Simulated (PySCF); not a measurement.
A geometry optimisation, step by step.

C3H3F3Ge.
SMILES with atom numbers: `[F:1][C:2]1=[C:3]([F:4])[Ge@H:5]([F:6])[CH2:7]1` (hydrogens: H8 on Ge5; H9, H10 on C7)

Method: PySCF, PBE0-D3(BJ)/def2-SVP geometry optimisation, gas phase; density fitting, grid level 1; the optimiser is geomeTRIC in internal coordinates, started from a GFN2-xTB structure with every atom displaced at random (about 0.01 Å). The frame can shift and turn from step to step; on so coarse a grid that alone can change the energy by a few meV, and forces under 0.02 eV/Å are noise.

Step 0: E = -67793.7846 eV, largest atomic force 1.667 eV/Å
```
atom  x, y, z in Å  |  force x, y, z in eV/Å
F1     -2.370   -0.601   -0.163   -0.355   0.018  -0.059
C2     -1.135   -0.160   -0.067    0.328  -0.966   0.225
C3     -0.680    1.089   -0.168    1.526   0.608   0.288
F4     -1.322    2.213   -0.382   -0.304   0.098  -0.094
Ge5     1.193    0.491    0.147   -0.928   0.051  -0.570
F6      2.152    0.522   -1.315   -0.078  -0.094   0.000
C7      0.000   -1.124    0.207   -0.355   1.135   0.755
H8      2.217    1.053    1.146   -0.309  -0.163   0.181
H9      0.132   -1.838   -0.578    0.327  -0.711  -0.894
H10    -0.136   -1.665    1.153    0.150   0.023   0.168
```

Step 1: E = -67793.7839 eV, largest atomic force 1.062 eV/Å
```
atom  x, y, z in Å  |  force x, y, z in eV/Å
F1     -1.786   -1.447    0.890    0.489   0.203  -0.014
C2     -0.854   -0.603    0.468    0.354   0.435  -0.234
C3     -0.987    0.725    0.230   -0.627  -0.644  -0.287
F4     -2.075    1.437    0.323   -0.786   0.536   0.203
Ge5     0.752    0.919   -0.490    0.405  -0.480   0.856
F6      0.911    1.006   -2.211    0.002   0.039  -0.248
C7      0.585   -0.965    0.174   -0.331  -0.483  -0.267
H8      1.676    1.949    0.137    0.315   0.117  -0.150
H9      0.707   -1.731   -0.617   -0.057   0.154   0.116
H10     1.124   -1.302    1.070    0.236   0.125   0.025
```

Step 2: E = -67793.8794 eV, largest atomic force 0.691 eV/Å
```
atom  x, y, z in Å  |  force x, y, z in eV/Å
F1     -1.735   -1.441    0.939    0.080  -0.223   0.097
C2     -0.842   -0.590    0.471   -0.231   0.315   0.012
C3     -1.054    0.722    0.212    0.417   0.023  -0.551
F4     -2.147    1.455    0.296   -0.031  -0.287   0.201
Ge5     0.748    0.904   -0.459    0.048   0.068   0.404
F6      0.917    1.006   -2.187    0.006   0.031  -0.099
C7      0.586   -0.970    0.159   -0.310  -0.044   0.053
H8      1.725    1.923    0.138    0.060  -0.050  -0.109
H9      0.692   -1.729   -0.634   -0.064   0.087   0.001
H10     1.163   -1.292    1.040    0.026   0.080  -0.009
```

Step 3: E = -67793.8994 eV, largest atomic force 0.567 eV/Å
```
atom  x, y, z in Å  |  force x, y, z in eV/Å
F1     -1.686   -1.462    0.993   -0.251   0.158   0.018
C2     -0.858   -0.575    0.478    0.522  -0.221  -0.015
C3     -1.064    0.724    0.175   -0.358   0.037  -0.098
F4     -2.196    1.397    0.291    0.211   0.053   0.030
Ge5     0.765    0.913   -0.448   -0.106  -0.009   0.002
F6      0.951    1.026   -2.179   -0.010   0.037   0.052
C7      0.556   -0.957    0.151    0.112   0.039   0.134
H8      1.786    1.903    0.133   -0.100  -0.067  -0.033
H9      0.643   -1.713   -0.642    0.015  -0.007  -0.076
H10     1.155   -1.268    1.023   -0.037  -0.021  -0.015
```

Step 4: E = -67793.9132 eV, largest atomic force 0.150 eV/Å
```
atom  x, y, z in Å  |  force x, y, z in eV/Å
F1     -1.710   -1.435    0.992   -0.026  -0.029   0.021
C2     -0.847   -0.580    0.476    0.043  -0.013   0.031
C3     -1.060    0.717    0.170   -0.100   0.022  -0.110
F4     -2.183    1.400    0.293    0.085   0.014   0.037
Ge5     0.758    0.909   -0.449   -0.033   0.006  -0.018
F6      0.942    1.034   -2.178    0.009   0.014   0.004
C7      0.567   -0.964    0.153    0.008  -0.021   0.064
H8      1.765    1.901    0.135    0.009   0.003   0.007
H9      0.658   -1.718   -0.644    0.006   0.011  -0.029
H10     1.160   -1.276    1.027   -0.002  -0.007  -0.008
```

Step 5: E = -67793.9147 eV, largest atomic force 0.056 eV/Å
```
atom  x, y, z in Å  |  force x, y, z in eV/Å
F1     -1.708   -1.435    1.001    0.000  -0.002   0.013
C2     -0.847   -0.582    0.477   -0.017   0.017   0.009
C3     -1.063    0.714    0.162   -0.024  -0.024  -0.045
F4     -2.178    1.405    0.292    0.022   0.000   0.024
Ge5     0.755    0.908   -0.450    0.002   0.004  -0.016
F6      0.945    1.039   -2.179    0.011   0.006   0.001
C7      0.567   -0.966    0.154    0.003  -0.009   0.016
H8      1.761    1.899    0.138    0.004   0.004   0.009
H9      0.660   -1.717   -0.646   -0.004   0.008  -0.006
H10     1.161   -1.278    1.027    0.003  -0.005  -0.004
```

Step 6: E = -67793.9155 eV, largest atomic force 0.027 eV/Å
```
atom  x, y, z in Å  |  force x, y, z in eV/Å
F1     -1.705   -1.430    1.017    0.014   0.006   0.003
C2     -0.847   -0.583    0.479   -0.022   0.005  -0.003
C3     -1.067    0.710    0.151    0.022  -0.011   0.010
F4     -2.178    1.404    0.291   -0.019   0.012   0.001
Ge5     0.754    0.908   -0.453   -0.003  -0.016  -0.020
F6      0.954    1.046   -2.179    0.012   0.002   0.005
C7      0.565   -0.968    0.152    0.005   0.005  -0.008
H8      1.758    1.896    0.143   -0.008   0.002   0.011
H9      0.658   -1.717   -0.650   -0.007   0.000   0.004
H10     1.161   -1.279    1.024    0.006  -0.005  -0.003
```

Step 7: E = -67793.9157 eV, largest atomic force 0.029 eV/Å
```
atom  x, y, z in Å  |  force x, y, z in eV/Å
F1     -1.702   -1.428    1.028    0.006   0.009  -0.001
C2     -0.847   -0.582    0.480   -0.009  -0.005  -0.003
C3     -1.069    0.708    0.147    0.020   0.000   0.021
F4     -2.179    1.404    0.289   -0.019   0.005  -0.004
Ge5     0.753    0.907   -0.454    0.000  -0.018  -0.022
F6      0.961    1.049   -2.180    0.010   0.003   0.003
C7      0.564   -0.968    0.150    0.003   0.009  -0.004
H8      1.754    1.895    0.148   -0.008   0.002   0.010
H9      0.655   -1.717   -0.652   -0.008  -0.001   0.003
H10     1.162   -1.280    1.020    0.004  -0.005  -0.003
```

**Question.** Summarise the path.

**Answer.** The energy falls by 12.66 kJ/mol from step 0 to step 7; nine tenths of that is first reached at step 4. It rises by more than 0.2 meV at step 1. The largest force goes from 1.667 to 0.029 eV/Å. Among the bonds C3–Ge5 changes most, from 1.991 to 1.929 Å; the atoms move by 0.085 Å rms after alignment.

**Question.** Follow the three bonds and two angles with the largest change from start to end.

**Answer.** 
```json
{"step": "0", "E above end (kJ/mol)": "12.66", "largest force (eV/Å)": "1.667", "C3–Ge5 (Å)": "1.991", "C7–H9 (Å)": "1.069", "Ge5–C7 (Å)": "2.009", "C7–Ge5–H8 (°)": "132.1", "F6–Ge5–H8 (°)": "99.9"}
{"step": "1", "E above end (kJ/mol)": "12.72", "largest force (eV/Å)": "1.062", "C3–Ge5 (Å)": "1.893", "C7–H9 (Å)": "1.108", "Ge5–C7 (Å)": "2.004", "C7–Ge5–H8 (°)": "123.4", "F6–Ge5–H8 (°)": "108.7"}
{"step": "2", "E above end (kJ/mol)": "3.51", "largest force (eV/Å)": "0.691", "C3–Ge5 (Å)": "1.932", "C7–H9 (Å)": "1.103", "Ge5–C7 (Å)": "1.980", "C7–Ge5–H8 (°)": "124.0", "F6–Ge5–H8 (°)": "106.6"}
{"step": "3", "E above end (kJ/mol)": "1.57", "largest force (eV/Å)": "0.567", "C3–Ge5 (Å)": "1.941", "C7–H9 (Å)": "1.099", "Ge5–C7 (Å)": "1.974", "C7–Ge5–H8 (°)": "124.5", "F6–Ge5–H8 (°)": "105.2"}
{"step": "4", "E above end (kJ/mol)": "0.25", "largest force (eV/Å)": "0.150", "C3–Ge5 (Å)": "1.930", "C7–H9 (Å)": "1.100", "Ge5–C7 (Å)": "1.977", "C7–Ge5–H8 (°)": "124.2", "F6–Ge5–H8 (°)": "105.2"}
{"step": "5", "E above end (kJ/mol)": "0.10", "largest force (eV/Å)": "0.056", "C3–Ge5 (Å)": "1.929", "C7–H9 (Å)": "1.101", "Ge5–C7 (Å)": "1.978", "C7–Ge5–H8 (°)": "124.0", "F6–Ge5–H8 (°)": "105.1"}
{"step": "6", "E above end (kJ/mol)": "0.03", "largest force (eV/Å)": "0.027", "C3–Ge5 (Å)": "1.929", "C7–H9 (Å)": "1.101", "Ge5–C7 (Å)": "1.979", "C7–Ge5–H8 (°)": "123.8", "F6–Ge5–H8 (°)": "105.0"}
{"step": "7", "E above end (kJ/mol)": "0.00", "largest force (eV/Å)": "0.029", "C3–Ge5 (Å)": "1.929", "C7–H9 (Å)": "1.101", "Ge5–C7 (Å)": "1.979", "C7–Ge5–H8 (°)": "123.7", "F6–Ge5–H8 (°)": "105.0"}
```

The cost below is that of the whole optimisation. The run took 70 s of wall time on Arm Neoverse V1, one thread, no GPU (shared host), and the process peaked at 0.51 GiB of memory.
